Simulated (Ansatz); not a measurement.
Ideal-gas functions of BFH₃OPSi, SMILES `FB1OP[SiH2]1` at 800 K and 1 bar, from an Ansatz frequency run at PBE0-D4/def2-TZVP.

Molar mass 107.89 g/mol, point group C1 (symmetry number 1), electronic degeneracy 1, moments of inertia 106.764, 188.206, 285.108 u Å². Harmonic wavenumbers (cm⁻¹, unscaled): 115, 304, 325, 395, 430, 468, 555, 640, 658, 729, 774, 922, 929, 1196, 1419, 2227, 2241, 2355.

Use S(trans) = R[1.5 ln M + 2.5 ln T − 1.1517]; rotational temperatures θ = 24.2544 K / I; S(rot) = R[ln(√π/σ · √(T³/θAθBθC)) + 1.5]; for each mode x = 1.438777 ν̃/T, S = R[x/(eˣ − 1) − ln(1 − e⁻ˣ)] and H = RT x/(eˣ − 1); 1 cm⁻¹ = 0.0119627 kJ/mol; R = 8.31446 J/(mol·K).

**Question.** By hand: the entropy, in J/(mol·K).

**Answer.** Translation 187.8. Rotation: θ = 0.2272, 0.1289, 0.0851 K, giving 125.5. Vibration, mode by mode: 21.43, 13.44, 12.90, 11.33, 10.66, 9.99, 8.67, 7.59, 7.38, 6.63, 6.20, 5.00, 4.95, 3.38, 2.47, 0.77, 0.76, 0.64, in all 134.2. Electronic 0.0. Sum 447.5 J/(mol·K).

**Question.** By hand: H − E and G − E in kJ/mol, counted from the electronic energy.

**Answer.** Zero-point energy ½ × 16682 × 0.0119627 = 99.8; thermal vibration 56.2; translation, rotation and pV give 4 RT = 26.6. H − E = 182.6 kJ/mol, and G − E = 182.6 − 800 × 447.5/1000 = -175.4 kJ/mol.

Vibration gives 30 % of the entropy, 21.4 J/(mol·K) of it from the mode under 150 cm⁻¹: soft modes count most, and the harmonic formula is weakest for them. The sum counts one conformer and one mirror image; others add a mixing term.
